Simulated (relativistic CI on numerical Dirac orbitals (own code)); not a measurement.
**Zr3+ (4d) in a crystal field**

Calculated by Dirac-Coulomb-Breit CI, KLI orbitals optimised for each configuration, a model potential for QED, valence Slater integrals scaled by 0.65, one configuration in a parametric crystal field (own radial code).

Field parameters in Wybourne normalisation: D3d B²₀ = −7Dσ, B⁴₀ = −14Dq − 21Dτ, B⁴₃ = −14√(10/7) Dq; D4h B²₀ = −7Ds, B⁴₀ = 21(Dq − Dt), B⁴₄ = 21√(5/14) Dq; Oh B⁴₀ = 21Dq, B⁴₄ = √(5/14) B⁴₀; Td as Oh with Dq negative (B⁴₀ = 21Dq, B⁴₄ = √(5/14) B⁴₀). The field is a parameter set, without covalency.

S is read from ⟨S²⟩ = S(S + 1).

Powder χT (cm³ K mol⁻¹) by Van Vleck's formula, with temperature-independent terms:

```tsv
Field	2 K	5 K	10 K	20 K	50 K	100 K	200 K	300 K
D3d, 10Dq = 10250, Dσ = 920, Dτ = 220 cm⁻¹	0.285	0.285	0.286	0.288	0.292	0.299	0.314	0.328
D3d, 10Dq = 34550, Dσ = -1050, Dτ = 50 cm⁻¹	0.0042	0.00627	0.00972	0.0166	0.0374	0.0723	0.15	0.225
D4h, 10Dq = 20250, Ds = 1040, Dt = -190 cm⁻¹	0.00243	0.00463	0.00831	0.0157	0.0377	0.0753	0.158	0.233
Oh, 10Dq = 29800 cm⁻¹	0.00218	0.0045	0.00835	0.0161	0.0392	0.0777	0.154	0.226
Oh, 10Dq = 30500 cm⁻¹	0.00216	0.00447	0.00832	0.016	0.0392	0.0777	0.154	0.226
Oh, 10Dq = 34850 cm⁻¹	0.00202	0.00433	0.00819	0.0159	0.0391	0.0777	0.155	0.226
Td, 10Dq = -5400 cm⁻¹	0.265	0.265	0.266	0.268	0.274	0.283	0.302	0.32
Td, 10Dq = -6100 cm⁻¹	0.276	0.276	0.277	0.279	0.284	0.292	0.309	0.326
```

For Oh, 10Dq = 30500 cm⁻¹: what effective moment follows at 300 K?

μ_eff = √(8χT) = 1.34 μB. The ground level has S = 0.50; the spin-only moment for S = 1/2 is 1.73 μB. The difference comes from the orbital moment, spin-orbit mixing of terms and temperature-independent paramagnetism, all larger in this ionic model than in covalent complexes.
